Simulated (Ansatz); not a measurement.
`OC[SiH2]O` → `OCO` + `[SiH2]`  (silylene formation by 1,1-elimination)

Program: Ansatz. Geometries: PBE0-D4/def2-TZVP. ΔE: electronic, gas phase. CBS: MP2 limit from def2 TZ/QZ plus the TZ coupled-cluster correction, frozen cores. This one scheme is used for every species. Functionals use def2-TZVPP. B3LYP here is the variant with VWN-RPA as its local correlation; programs differ in this. Each species was taken in one conformer, which may not be the lowest.

```tsv
level	ΔE (kcal/mol)	difference from CCSD(T)/CBS
PBE0-D4	84.3	0.4
B3LYP-D4	82.0	-1.9
ωB97X-V	84.7	0.8
ωB97M-V	82.4	-1.5
B2PLYP	82.4	-1.5
PBE	80.1	-3.8
r2SCAN	87.4	3.5
B3LYP	79.0	-4.9
HF/def2-TZVPP	78.0	-5.9
MP2/def2-TZVPP	87.3	3.4
SCS-MP2/def2-TZVPP	83.9	0.0
HF/def2-QZVPP	78.5	-5.4
MP2/def2-QZVPP	89.1	5.2
HF/CBS(def2)	78.6	-5.3
MP2/CBS(def2)	90.1	6.2
CCSD/CBS(def2)	83.0	-0.9
CCSD(T)/CBS	83.9	0
```

Largest T1 diagnostic among the species: 0.014.

From PBE to PBE0 (25 % exact exchange), in def2-TZVPP and without D4, ΔE moves by +2.6 kcal/mol. In def2-TZVPP, CCSD(T) changes the Hartree–Fock value by +3.1 kcal/mol (the triples alone add +0.8 kcal/mol) and MP2 by +9.3 kcal/mol.
